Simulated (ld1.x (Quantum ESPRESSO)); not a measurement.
# Reading a pseudo-wave (lead)

Columns: radius, all-electron u(r) and pseudo u(r) of the 6s shell (level -12.04 eV) of lead in the configuration [Xe] 4f14 5d10 6s2 6p2; PBE, scalar-relativistic, PAW scheme, ld1.x (Quantum ESPRESSO) 7.5.

```
r (bohr)  all-electron   pseudo
   0.140        0.1661  -0.0387
   0.280       -0.2368  -0.0803
   0.420       -0.0441  -0.1275
   0.560        0.2813  -0.1819
   0.700        0.3769  -0.2442
   0.840        0.2658  -0.3138
   0.980        0.0555  -0.3888
   1.120       -0.1718  -0.4664
   1.260       -0.3723  -0.5426
   1.400       -0.5291  -0.6131
   1.540       -0.6405  -0.6736
   1.680       -0.7114  -0.7202
   1.820       -0.7487  -0.7496
   1.960       -0.7599  -0.7599
   2.100       -0.7516  -0.7516
   2.240       -0.7290  -0.7290
   2.380       -0.6967  -0.6967
   2.520       -0.6581  -0.6581
   2.660       -0.6158  -0.6158
   2.800       -0.5718  -0.5718
   2.940       -0.5275  -0.5275
   3.080       -0.4841  -0.4841
   3.220       -0.4422  -0.4422
   3.360       -0.4024  -0.4024
   3.500       -0.3650  -0.3650
   3.640       -0.3300  -0.3300
```

Problem. How many radial nodes do the two functions have?

Solution. The all-electron 6s function has n − l − 1 = 5 (the table is too coarse to show those close to the nucleus); the pseudo-wave has 0, since the states of the same l below it are removed with the core.

Problem. At about which radius was the pseudo-wave matched?

Solution. 1.95 bohr, where the columns begin to agree (steps of 0.14 bohr).

Problem. Is the pseudo-wave norm-conserving?

Solution. No, it belongs to a PAW set: the norm inside the radius is not constrained, and the difference is carried by the augmentation charge.
